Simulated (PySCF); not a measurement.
# Computed records: B₂H₅Si

All values are calculated (PySCF 2.14.0). Calculation on a computer-drawn molecule: optimised geometry and harmonic frequencies of an isolated molecule of the commonest isotopes, restricted reference for singlets and unrestricted otherwise, frozen core in MP2.

Common to all runs: charge 0; multiplicity 2; method HF; basis cc-pV(D+d)Z.

(1) B₂H₅Si

Start structure:
```xyz
8
B2H5Si
B     -0.5384    -0.0391    -1.6379
B     -1.6364    -0.4117    -0.7539
Si    -3.2283    -0.6009    -2.0063
H      0.0973     0.3175    -2.5205
H     -1.9072    -0.7065     0.3763
H     -3.7483    -2.0537    -2.0301
H     -4.3119     0.1838    -1.6490
H     -3.0238    -0.3610    -3.4200
```

```
rotational constants                          : 30.64, 4.716, 4.289 GHz
total energy                                  : -341.1249 hartree
spin squared                                  : 0.7573
convergence status largest gradient component : 1.721e-05 hartree/bohr
```

Drawn bonds:
| atom | other atom | order |
| --- | --- | --- |
| 1 | 2 | 1 |
| 2 | 3 | 1 |
| 1 | 4 | 1 |
| 2 | 5 | 1 |
| 3 | 6 | 1 |
| 3 | 7 | 1 |
| 3 | 8 | 1 |

Optimised structure:
```xyz
8
B2H5Si
B     -0.3812     0.0345    -1.6525
B     -1.7192    -0.4356    -0.9519
Si    -3.4156    -0.6976    -2.0534
H      0.5922     0.3870    -2.2243
H     -1.7659    -0.6469     0.2297
H     -3.8834    -2.1035    -1.9438
H     -4.4957     0.1885    -1.5479
H     -3.2282    -0.3980    -3.4973
```

Modes:
| frequency (cm⁻¹) | reduced mass (dalton) |
| --- | --- |
| 109.7 | 1.212 |
| 145.9 | 2.619 |
| 491.7 | 1.051 |
| 506.7 | 1.274 |
| 533.8 | 1.236 |
| 592.4 | 2.979 |
| 709.3 | 1.555 |
| 808.2 | 1.304 |
| 952.6 | 1.373 |
| 999 | 1.114 |
| 1025 | 1.048 |
| 1034 | 1.036 |
| 1158 | 5.476 |
| 2278 | 1.049 |
| 2283 | 1.05 |
| 2292 | 1.02 |
| 2697 | 1.092 |
| 2879 | 1.11 |

(2) B₂H₅Si

Start structure:
```xyz
8
B2H5Si
B     -0.8473     0.7867    -0.6390
Si    -0.9608     0.7353     1.3539
B     -1.8443    -0.6019     2.3675
H     -1.3139    -0.0513    -1.2393
H     -0.2994     1.6650    -1.1372
H     -0.3670     1.9144     2.0246
H     -1.8574    -0.4719     3.5464
H     -2.3165    -1.4314     1.9425
```

```
rotational constants                          : 24.98, 5.589, 4.567 GHz
total energy                                  : -341.1299 hartree
spin squared                                  : 0.7615
convergence status largest gradient component : 1.267e-05 hartree/bohr
```

Drawn bonds:
| atom | other atom | order |
| --- | --- | --- |
| 1 | 2 | 1 |
| 2 | 3 | 1 |
| 1 | 4 | 1 |
| 1 | 5 | 1 |
| 2 | 6 | 1 |
| 3 | 7 | 1 |
| 3 | 8 | 1 |

Optimised structure:
```xyz
8
B2H5Si
B     -0.8347     0.8069    -0.6395
Si    -0.9474     0.8240     1.3483
B     -1.8449    -0.5852     2.4315
H     -1.3285    -0.0969    -1.2535
H     -0.2826     1.6819    -1.2448
H     -0.3231     1.9590     2.0681
H     -1.8855    -0.5270     3.6281
H     -2.3598    -1.5179     1.8813
```

Modes:
| frequency (cm⁻¹) | reduced mass (dalton) |
| --- | --- |
| 178.1 | 1.322 |
| 184.1 | 2.342 |
| 288 | 1.014 |
| 377.4 | 1.076 |
| 562 | 1.098 |
| 628.2 | 3.713 |
| 691.3 | 4.908 |
| 765.2 | 1.503 |
| 888 | 1.152 |
| 906.2 | 1.295 |
| 923.4 | 1.287 |
| 1250 | 1.156 |
| 1262 | 1.144 |
| 2310 | 1.042 |
| 2675 | 1.051 |
| 2684 | 1.052 |
| 2763 | 1.127 |
| 2766 | 1.127 |
